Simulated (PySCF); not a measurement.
## Steps of a relaxation of [Au(CH3)2]−

[Au(CH3)2]− (singlet). PySCF 2.14.0, RKS B3LYP, Au def2-SVP with ECP60, C def2-SVP, H def2-SVP; non-relativistic Hamiltonian with scalar-relativistic core potentials where named; density fitting; no spin-orbit coupling. Origin of the start: template. Columns: position (Å) and force (eV/Å). Energies are counted from the last step; some of the 5 steps are shown. Forces carry noise of the integration grid, about 0.01 to 0.03 eV/Å.

Run from Python with OMP_NUM_THREADS=2. Where DIIS fails, smearing, a level shift and second-order steps follow.
It took 13 s on 2 threads of Arm Neoverse V2, with other jobs on the host, from the converged density of the start.

```xyz
9
step 0  E = 0.433 eV
Au    0.0000    0.0000    0.0000     0.00    0.00    0.00
C     0.0000    0.0000    1.9950     0.00    0.01    1.03
H    -0.8900   -0.5138    2.3583    -0.42   -0.24    0.57
H     0.8900   -0.5138    2.3583     0.42   -0.24    0.57
H     0.0000    1.0277    2.3583     0.00    0.48    0.57
C     0.0000    0.0000   -1.9950     0.00   -0.01   -1.03
H    -0.8900    0.5138   -2.3583    -0.42    0.24   -0.57
H     0.8900    0.5138   -2.3583     0.42    0.24   -0.57
H     0.0000   -1.0277   -2.3583     0.00   -0.48   -0.57
```

```xyz
9
step 1  E = 0.123 eV
Au    0.0000    0.0000    0.0000     0.00    0.00    0.00
C     0.0000    0.0000    2.0640     0.00    0.01    0.19
H    -0.8979   -0.5184    2.4383    -0.07   -0.04    0.33
H     0.8979   -0.5184    2.4383     0.07   -0.04    0.33
H     0.0000    1.0368    2.4383     0.00    0.09    0.33
C     0.0000    0.0000   -2.0640     0.00   -0.01   -0.19
H    -0.8979    0.5184   -2.4383    -0.07    0.04   -0.33
H     0.8979    0.5184   -2.4383     0.07    0.04   -0.33
H     0.0000   -1.0368   -2.4383     0.00   -0.09   -0.33
```

```xyz
9
step 3  E = 0.000 eV
Au    0.0000    0.0000    0.0000     0.00    0.00    0.00
C     0.0000    0.0000    2.1265     0.00    0.00    0.01
H    -0.8880   -0.5127    2.5518     0.01    0.00    0.01
H     0.8880   -0.5127    2.5518    -0.01    0.00    0.01
H     0.0000    1.0254    2.5518     0.00   -0.01    0.01
C     0.0000    0.0000   -2.1265     0.00    0.00   -0.01
H    -0.8880    0.5127   -2.5518     0.01    0.00   -0.01
H     0.8880    0.5127   -2.5518    -0.01    0.00   -0.01
H     0.0000   -1.0254   -2.5518     0.00    0.01   -0.01
```

**Question.** Where does the relaxation end?

**Answer.** It converges at step 4 in D3d:
```xyz
9
step 4  E = 0
Au    0.0000    0.0000    0.0000
C     0.0000    0.0000    2.1286
H    -0.8872   -0.5122    2.5562
H     0.8872   -0.5122    2.5562
H     0.0000    1.0245    2.5562
C     0.0000    0.0000   -2.1286
H    -0.8872    0.5122   -2.5562
H     0.8872    0.5122   -2.5562
H     0.0000   -1.0245   -2.5562
```

**Question.** How did the contacts change?

**Answer.** 
```tsv
contact	start (Å)	end (Å)
Au1–C2 (CH3)	1.995	2.129
Au1–C6 (CH3)	1.995	2.129
```


No frequency check is given that shows the relaxed geometry to be a minimum.
